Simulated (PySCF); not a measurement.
(E)-1-bromo-2-fluoroprop-1-ene (C3H4BrF), SMILES C/C(F)=C\Br. Atoms are numbered in the order given.

```xyz
9

C     -1.3744    -1.6821     0.0000
C      0.0929    -1.4446     0.0000
F      0.8086    -2.5877     0.0000
C      0.7793    -0.2977     0.0000
Br    -0.0253     1.4117     0.0000
H     -1.6587    -2.2706     0.8880
H     -1.9301    -0.7372     0.0000
H     -1.6587    -2.2706    -0.8880
H      1.8692    -0.2934     0.0000
```
Charge 0, spin multiplicity 1.

Coordinates come from a B3LYP-D3(BJ)/def2-SVP optimisation.

Level of theory: PBE/def2-TZVP (PySCF).

The molecule is in vacuum.

Computed frontier levels, gap, dipole moment and polarisability:
| Property | Result |
|---|---|
| highest occupied level | -5.86 eV |
| lowest empty level | -1.06 eV |
| orbital gap | 4.80 eV |
| dipole moment | 0.96 D |
| quadrupole, principal values (traceless, Buckingham form, about the centre of nuclear charge) | -4.05, -1.49, 5.53 D·Å |
| mean static polarisability | 58.3 bohr³ (8.64 Å³) |
| polarisability, principal values | 40.6, 54.5, 79.9 bohr³ |
